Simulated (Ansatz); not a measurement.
## Ansatz (development build ahead of 0.2.0) run

```yaml
crystal:
  periodic: [false, false, false]
  atoms:
    - { symbol: Na, position_ang: [-1.31, -1.31, -1.31] }
    - { symbol: Cl, position_ang: [-1.31, -1.31, 1.31] }
    - { symbol: Cl, position_ang: [-1.31, 1.31, -1.31] }
    - { symbol: Na, position_ang: [-1.31, 1.31, 1.31] }
    - { symbol: Cl, position_ang: [1.31, -1.31, -1.31] }
    - { symbol: Na, position_ang: [1.31, -1.31, 1.31] }
    - { symbol: Na, position_ang: [1.31, 1.31, -1.31] }
    - { symbol: Cl, position_ang: [1.31, 1.31, 1.31] }
basis:
  gaussian: { orbitals: def2-SVP }
hamiltonian:
  xc: hf
correlation:
  method: mp2
  frozen_orbitals: { Cl: 5, Na: 1 }
```

The input is written out in the form of the current development build from the run's settings.

The run gave:

```yaml
Converged: yes
Reference_energy: -2485.13547 hartree
Correlation_energy: -0.57764 hartree
Total_energy: -2485.71311 hartree
Spin_squared_of_the_determinant: 0.000
```
